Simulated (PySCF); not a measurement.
MnF3: what the settings change

The complex MnF3 (charge 0) contains Mn(III), shell d4. The structure is a PBE0-D3(BJ)/def2-TZVP geometry optimised for multiplicity 5; coordination trigonal planar, point group C2v, metal–donor distances 1.72–1.74 Å.

```
4

Mn    0.000    0.000    0.000
F     1.718    0.000    0.000
F    -0.479    1.675    0.000
F    -0.479   -1.675    0.000
```

Method (PySCF 2.14, density fitting): CASSCF(4,5) with orbitals averaged over all microstates of the shell, strongly contracted NEVPT2 on the averaged canonical orbitals; basis x2c-TZVPall on the metal, x2c-SVPall elsewhere; spin-free X2C; gas phase; spin-orbit coupling by state interaction with the mean-field operator over all roots.

Base run: NEVPT2 ground state 5A1, next 5B2 at 9781, then 5A2 at 19716 cm⁻¹, B(CASSCF) 1053, ζ 323 cm⁻¹, D -3.82 cm⁻¹, g 1.953 1.993 1.997, μeff(300 K) 4.87 μB.

(1) What happens with the basis x2c-TZVPall on all atoms?

(2) What happens with orbitals averaged over the highest spin alone?

NEVPT2 lifts 5A2 from 17322 to 19716 cm⁻¹; on the d shell alone such lifts tend to overshoot. NEVPT2 on the d shell alone tends to put d–d bands too high for such charged or covalently bound ions.

Results:

(1) NEVPT2 ground state 5A1, next 5B2 at 9632, then 5A2 at 19566 cm⁻¹, B(CASSCF) 1053, ζ 322 cm⁻¹, D -3.85 cm⁻¹, g 1.953 1.993 1.997, μeff(300 K) 4.87 μB. It took 5.9 s against 5.9 s on a shared host of the same kind.

(2) NEVPT2 ground state 5A1, next 5B2 at 9713, then 5A2 at 19359 cm⁻¹, B(CASSCF) 1096, ζ 335 cm⁻¹, D -4.12 cm⁻¹, g 1.948 1.992 1.997, μeff(300 K) 4.86 μB.
